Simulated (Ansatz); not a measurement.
Cost and result for the atomization energy of `[GeH3]/[CH]=C1\CS1` (11 atoms, 11 bonds).

```xyz
11

Ge   -1.673   -0.287   -0.628
C    -0.065   -1.051    0.126
C     0.975   -0.297    0.433
C     1.516    1.050    0.455
S     2.581   -0.306    1.077
H    -2.886   -0.591    0.269
H    -1.487    1.234   -0.744
H    -1.950   -0.877   -2.023
H    -0.008   -2.121    0.303
H     1.836    1.501   -0.479
H     1.161    1.745    1.210
```

The species carries charge 0 and has multiplicity 1. Correlated methods include outer-core shells of Ge, which these sets cover unevenly. Scalar relativity is left out up to krypton. The geometry is a stationary point of PBE0-D4/def2-TZVP. Program: Ansatz. All runs use 4 threads of an Intel Xeon Platinum 8488C on a shared host. Times are those of one run each, without the atoms' runs, and a repeat can differ threefold. Electronic energies, without spin–orbit coupling; frozen cores. CCSD(T)/CBS adds CCSD(T) − MP2 in def2-TZVPP to the MP2 limit, and its time is that of the two runs behind it. T1 = 0.013. With those shells the extrapolation isn't a true limit.

CCSD(T)/CBS is a level of theory with its own doubt, some kJ/mol a heavy atom from the limit and from the frozen cores, so smaller differences don't rank the functionals.

```tsv
level	functions	wall time
LDA (SPW92)/def2-TZVPP	267	1.1 s
revPBE-D4/def2-TZVPP	267	1.6 s
BLYP-D4/def2-TZVPP	267	1.6 s
PBE-D4/def2-TZVPP (with forces)	267	2 s
PBE0-D4/def2-TZVPP	267	2.8 s
CAM-B3LYP-D4/def2-TZVPP	267	3.4 s
B97M-V/def2-TZVPP	267	6 s
ωB97X-V/def2-TZVPP	267	6.5 s
CCSD(T)/def2-SVP	122	6.5 s
ωB97M-V/def2-TZVPP (with forces)	267	8.5 s
MP2/def2-QZVPP	510	23 s
CCSD(T)/def2-TZVPP	267	2.4 min
CCSD(T)/CBS(def2)	–	2.8 min
```

(1) What atomization energy does each give, and how far from CCSD(T)/CBS? (An estimate is asked.)

Answers

(1) The calculation gave: 
```json
{"level": "LDA (SPW92)/def2-TZVPP", "atomization (kJ/mol)": "4607.7", "difference from CCSD(T)/CBS": "628.8", "per bond": "57.2"}
{"level": "revPBE-D4/def2-TZVPP", "atomization (kJ/mol)": "3992.0", "difference from CCSD(T)/CBS": "13.1", "per bond": "1.2"}
{"level": "BLYP-D4/def2-TZVPP", "atomization (kJ/mol)": "3963.4", "difference from CCSD(T)/CBS": "-15.5", "per bond": "-1.4"}
{"level": "PBE-D4/def2-TZVPP (with forces)", "atomization (kJ/mol)": "4089.6", "difference from CCSD(T)/CBS": "110.7", "per bond": "10.1"}
{"level": "PBE0-D4/def2-TZVPP", "atomization (kJ/mol)": "4016.3", "difference from CCSD(T)/CBS": "37.4", "per bond": "3.4"}
{"level": "CAM-B3LYP-D4/def2-TZVPP", "atomization (kJ/mol)": "3974.9", "difference from CCSD(T)/CBS": "-4.0", "per bond": "-0.4"}
{"level": "B97M-V/def2-TZVPP", "atomization (kJ/mol)": "4029.8", "difference from CCSD(T)/CBS": "50.9", "per bond": "4.6"}
{"level": "ωB97X-V/def2-TZVPP", "atomization (kJ/mol)": "3995.5", "difference from CCSD(T)/CBS": "16.6", "per bond": "1.5"}
{"level": "CCSD(T)/def2-SVP", "atomization (kJ/mol)": "3767.6", "difference from CCSD(T)/CBS": "-211.3", "per bond": "-19.2"}
{"level": "ωB97M-V/def2-TZVPP (with forces)", "atomization (kJ/mol)": "3982.4", "difference from CCSD(T)/CBS": "3.5", "per bond": "0.3"}
{"level": "MP2/def2-QZVPP", "atomization (kJ/mol)": "4005.0", "difference from CCSD(T)/CBS": "26.1", "per bond": "2.4"}
{"level": "CCSD(T)/def2-TZVPP", "atomization (kJ/mol)": "3885.8", "difference from CCSD(T)/CBS": "-93.1", "per bond": "-8.5"}
{"level": "CCSD(T)/CBS(def2)", "atomization (kJ/mol)": "3978.9", "difference from CCSD(T)/CBS": "0.0", "per bond": "0.0"}
```

From PBE to PBE0 (25 % exact exchange), in def2-TZVPP and without D4, the atomization energy moves by −69.3 kJ/mol: exact exchange takes away binding that semilocal exchange gives to molecules. Leaving LDA and LC-ωPBE aside and taking each functional with its dispersion term where it has one, the values, not all of them listed here, spread over 239.4 kJ/mol, from BHLYP-D4 to PBE-D4. LDA lies +544.6 kJ/mol from PBE without D4, its usual overbinding. The D4 term adds +43.0 kJ/mol with B3LYP and +22.6 kJ/mol with PBE0; it sums over pairs of atoms, weighted by their polarisabilities, and B3LYP, whose exchange is more repulsive, gets the larger term.

B3LYP here is the variant with VWN-RPA as its local correlation; programs differ in this.
